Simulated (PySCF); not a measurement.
# CaF: mean field, correlation and small terms against distance

State: ²Σ⁺, doublet, unpaired electrons σ ↑. ROHF-based CCSD(T) in PySCF 2.14 with Ca cc-pwCVDZ-X2C, F aug-cc-pVDZ-DK and Ca cc-pwCVTZ-X2C, F aug-cc-pVTZ-DK (frozen core orbitals: 6; spin-free X2C with a Gaussian nucleus). Correlation energies are extrapolated as n⁻³ (n = 2, 3), Hartree–Fock as (n+1)·exp(−9√n). CV is the change on freezing 5 orbitals instead, in Ca cc-pwCVTZ-X2C, F cc-pCVTZ-DK. All energies in eV from Ca + F.

| R (Å) | HF/CBS | CCSD corr. | (T) | CV | total |
| --- | --- | --- | --- | --- | --- |
| 1.7247 | -3.545 | -1.177 | -0.1323 | -0.0088 | -4.864 |
| 1.8031 | -3.993 | -1.129 | -0.1272 | -0.0078 | -5.258 |
| 1.8815 | -4.230 | -1.092 | -0.1235 | -0.0071 | -5.452 |
| 1.9599 | -4.314 | -1.063 | -0.1210 | -0.0064 | -5.505 |
| 2.0382 | -4.291 | -1.042 | -0.1196 | -0.0059 | -5.458 |
| 2.1362 | -4.159 | -1.023 | -0.1191 | -0.0054 | -5.306 |
| 2.2342 | -3.955 | -1.010 | -0.1196 | -0.0050 | -5.090 |

A fit to the total gives Re = 1.9574 Å, De = 5.505 eV, ωe = 585.5 cm⁻¹, Be = 0.3417 cm⁻¹ (masses 39.9626 and 18.9984 u).

Task: At R = 1.9599 Å the CCSD correlation energy is -0.419352 hartree in the smaller basis and -0.531430 in the larger. Extrapolate it.

Result: (3³·E3 − 2³·E2)/(3³ − 2³) = -0.57862 hartree; the larger basis holds 91.8 % of it.

The T1 diagnostic is 0.017. The state was picked by a PBE0 search and need not be the measured ground state. Spin–orbit coupling, excitations beyond (T) and corrections to the Born–Oppenheimer picture are left out.
